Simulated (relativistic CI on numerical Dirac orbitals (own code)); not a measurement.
Computed by Dirac-Coulomb-Breit CI, separate exchange-only KLI orbitals for each configuration, model QED, unscaled Slater integrals (own radial code, finite nucleus).

CI space (outside the closed core [Ar] 3d10): 4s²4p³, 4s4p⁴, 4s²4p²4d, 4p⁵, 4s4p³4d, 4s²4p²4f, 4s4p³4f, 4p⁴4d, 4s4p²4d², 4s²4p4d4f, 4p⁴4f, 4p³4d4f, 4s4p²4f², 4s²4p²5s, 4p⁴5s, 4s²4p²5p, 4s4p²4d5s, 4s²4p4f5s, 4s4p³5s, 4s²4p²5d, 4s4p³5p, 4s²4p²5f, 4s²4p²5g, 4s4p³5d, 4p³4f5s, 4s4p³5f, 4s²4p²6s, 4s²4p4d², 4s²4d³, 4s4p4d³, 4s²4d²4f, 4s4p4d²4f, 4s²4d²5s, 4p³4d², 4p²4d³, 4p²4d²4f, 4p²4d²5s, 4s²4p4f², 4s²4d4f², 4s4p4d4f², 4s²4f³, 4s4p4f³, 4s²4f²5s, 4p³4f², 4p²4d4f², 4p²4f³, 4p²4f²5s, 4s4p²4d4f, 4s4p4d4f5s, 4s²4p4d5s, 4s4p4d²5s, 4s²4d4f5s, 4s²4d5s², 4p³4d5s, 4p²4d4f5s, 4p²4d5s², 4s4p²4f5s, 4s4p4f²5s, 4s4p4f5s², 4s²4p5s², 4s4p4d5s², 4s²4f5s². Double excitations out of closed p, d and f shells are left out; levels of such configurations are missing from the list, as are those of other unlisted configurations, and high levels can miss mixing partners. These lack a partner that the ground configuration has and come out too high: 4s²4p²5p, 4s²4p²5d, 4s4p³5p, 4s²4p²5f, 4s²4p²5g.

At this charge energies of transitions that change n are usually good to better than 1 %, and those within a shell (Δn = 0) to a few per cent.

Outline of the computed level scheme of Lu XXXIX. Lowest level of each configuration: 4s²4p³ ²P°3/2 at 0.000 eV; 4s²4p²4d ²D3/2 at 143.017 eV; 4s4p⁴ ⁴P5/2 at 155.853 eV; 4s4p³4d ⁴D°5/2 at 300.954 eV.

Some strong electric-dipole decays among the lowest 45 levels: 4s²4p²4d ²D3/2 → 4s²4p³ ²P°3/2 (1.6e+12 s⁻¹); 4s²4p²4d ²P1/2 → 4s²4p³ ²P°3/2 (1.2e+12 s⁻¹); 4s²4p²4d ²D5/2 → 4s²4p³ ²P°3/2 (1.2e+12 s⁻¹); 4s²4p²4d ⁴P1/2 → 4s²4p³ ⁴S°3/2 (1.2e+12 s⁻¹); 4s²4p²4d ²D3/2 → 4s²4p³ ²P°1/2 (1.1e+12 s⁻¹); 4s²4p²4d ²D3/2 → 4s²4p³ ⁴S°3/2 (9.3e+11 s⁻¹); 4s²4p²4d ²P1/2 → 4s²4p³ ²P°1/2 (7.7e+11 s⁻¹); 4s²4p²4d ²D5/2 → 4s²4p³ ²D°5/2 (6.8e+11 s⁻¹).

LS names give the leading component of a level, which can be under half, so a name can repeat, a term be missing and a line seem to break the LS rules.
